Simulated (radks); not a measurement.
Q: These are the eigenvalues of the occupied orbitals of an atom or ion with whole-number occupations (hartree). Calculated with a radial shooting solver on a logarithmic mesh with Libxc functionals: Dirac Kohn-Sham, PBEsol, spin-unpolarised, spherical densities, finite nucleus; Fermi nuclear charge, rms radius of each element as measured or else 0.836 A^(1/3) + 0.57 fm.

orbital  eigenvalue
1s1/2     -2321.379
2s1/2     -396.4403
2p1/2     -378.5664
2p3/2     -337.5264
3s1/2     -91.24814
3p1/2     -83.32249
3p3/2     -74.57102
3d3/2     -61.08070
3d5/2     -59.16953
4s1/2     -19.60115
4p1/2     -16.37097
4p3/2     -14.37052
4d3/2      -9.04956
4d5/2      -8.68313
5s1/2      -3.87853
5p1/2      -2.94714
5p3/2      -2.66254
4f5/2      -2.14591
4f7/2      -2.08669

Which element is it, and in what charge state? The configuration may be excited. Open shells, if any, fill j = l - 1/2 first.

A: Z = 71, lutetium, charge +4: Lu4+ in [Xe] 4f13. The list shows which subshells hold electrons but not how many an open one holds; the 1s level, -2321.4 hartree, gives Z - s = 68.1 by -(Z - s)^2/2, which with screening and relativity narrows Z to a few neighbours, and the depths of the outer levels then fix element, charge and occupations together.
